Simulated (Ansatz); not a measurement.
Relaxation of Ba4⁺ with UKS PBE/def2-SVP.

```sh
$ ansatz run in.yaml --threads 4 --pin off --events-out ev --progress --plain --max-ram 3916MiB
```

```yaml
crystal:
  periodic: [false, false, false]
  atoms:
    - {symbol: Ba, position_ang: [0.986100, 0.103160, -2.240840]}
    - {symbol: Ba, position_ang: [-0.540230, 2.368250, 0.329030]}
    - {symbol: Ba, position_ang: [-2.080740, -1.059150, 0.786230]}
    - {symbol: Ba, position_ang: [1.634870, -1.412260, 1.125590]}
basis:
  gaussian: {orbitals: def2-SVP}
total_charge: 1
magnetization: {spin_polarized: true, initial_magnetization: 1}
hamiltonian: {xc: pbe}
scf: {lower_state_search: "off"}
output: {orbitals: {seedname: orbitals}}
relax: {f_tol: 0.02, max_steps: 100}
```

Hardware: 4 threads of Arm Neoverse V1 on a shared host. Wall time 34 s.

Positions (Å) and forces (eV/Å) at steps 1, 2, 3, 4, 5, 6 of 6:

```xyz
4
step=1 energy=-2766.7424 eV
Ba    0.986    0.103   -2.241    0.077   -0.201   -0.757
Ba   -0.540    2.368    0.329    0.000    0.945    0.332
Ba   -2.081   -1.059    0.786   -0.629   -0.490   -0.050
Ba    1.635   -1.412    1.126    0.552   -0.255    0.475
4
step=2 energy=-2767.0640 eV
Ba    0.940    0.048   -2.319    0.040   -0.117   -0.759
Ba   -0.507    2.480    0.398    0.012    0.683    0.296
Ba   -2.135   -1.124    0.720   -0.660   -0.349   -0.063
Ba    1.702   -1.404    1.201    0.608   -0.217    0.526
4
step=3 energy=-2767.4292 eV
Ba    0.912    0.009   -2.482   -0.017   -0.076   -0.290
Ba   -0.482    2.606    0.481    0.049    0.235    0.153
Ba   -2.274   -1.194    0.667   -0.258   -0.144   -0.068
Ba    1.844   -1.421    1.335    0.226   -0.016    0.205
4
step=4 energy=-2767.5154 eV
Ba    0.794   -0.089   -2.598    0.020    0.007   -0.020
Ba   -0.359    2.653    0.625   -0.008   -0.007   -0.001
Ba   -2.364   -1.274    0.512   -0.012    0.003    0.021
Ba    1.930   -1.290    1.460   -0.001   -0.004    0.000
4
step=5 energy=-2767.5097 eV rejected
Ba    0.830   -0.084   -2.690   -0.016    0.011    0.113
Ba   -0.393    2.643    0.644    0.018   -0.035   -0.040
Ba   -2.376   -1.248    0.552    0.039    0.004   -0.011
Ba    1.938   -1.311    1.494   -0.040    0.020   -0.061
4
step=6 energy=-2767.5163 eV
Ba    0.817   -0.079   -2.614    0.002    0.001   -0.002
Ba   -0.375    2.648    0.620    0.002   -0.002    0.000
Ba   -2.369   -1.265    0.538   -0.003   -0.002    0.002
Ba    1.926   -1.303    1.457   -0.001    0.003    0.000
```

In the def2 sets Ba takes a core potential; there is no spin–orbit coupling. The structure comes from a short search, and lower isomers may exist.
